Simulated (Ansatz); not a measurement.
Relaxation of Au2S with UKS PBE-D4/def2-TZVP.

```sh
$ ansatz run in.yaml --threads 4 --pin off --events-out ev --progress --plain --max-ram 3916MiB
```

```yaml
crystal:
  periodic: [false, false, false]
  atoms:
    - {symbol: Au, position_ang: [-0.611117, -1.536639, 0.367011]}
    - {symbol: Au, position_ang: [1.402107, 0.878265, -0.363571]}
    - {symbol: S, position_ang: [-0.790979, 0.658374, -0.003430]}
basis:
  gaussian: {orbitals: def2-TZVP}
magnetization: {spin_polarized: true, initial_magnetization: 4}
hamiltonian: {xc: pbe, dispersion: d4}
scf: {lower_state_search: "off"}
output: {orbitals: {seedname: orbitals}}
relax: {f_tol: 0.02, max_steps: 100}
```

Hardware: 4 threads of Arm Neoverse V1 on a shared host. Wall time 8 s.

Positions (Å) and forces (eV/Å) at steps 1, 2, 3, 4, 6 of 6:

```xyz
3
step=1 energy=-18218.2513 eV
Au   -0.611   -1.537    0.367    0.526   -1.198    0.140
Au    1.402    0.878   -0.364    1.275   -0.301   -0.132
S    -0.791    0.658   -0.003   -1.801    1.499   -0.008
3
step=2 energy=-18218.6475 eV
Au   -0.454   -1.485    0.335    0.490   -0.204   -0.035
Au    1.380    0.715   -0.331    0.289   -0.445    0.038
S    -0.926    0.771   -0.004   -0.779    0.649   -0.003
3
step=3 energy=-18218.7395 eV
Au   -0.280   -1.397    0.293   -0.512   -0.778    0.215
Au    1.325    0.527   -0.289    0.673    0.643   -0.215
S    -1.045    0.870   -0.005   -0.161    0.134   -0.001
3
step=4 energy=-18218.7799 eV
Au   -0.327   -1.463    0.312    0.047    0.330   -0.066
Au    1.381    0.586   -0.308   -0.316   -0.105    0.065
S    -1.054    0.877   -0.005    0.270   -0.225    0.001
3
step=6 energy=-18218.7924 eV
Au   -0.326   -1.441    0.308    0.000   -0.001    0.000
Au    1.360    0.580   -0.304    0.001    0.000    0.000
S    -1.034    0.861   -0.004   -0.001    0.001    0.000
```

In the def2 sets Au takes a core potential; there is no spin–orbit coupling. At PBE-D4/def2-TZVP a singlet of charge 0 lies 2.94 eV below the quintet, each at its own geometry. The structure comes from a short search, and lower isomers may exist.
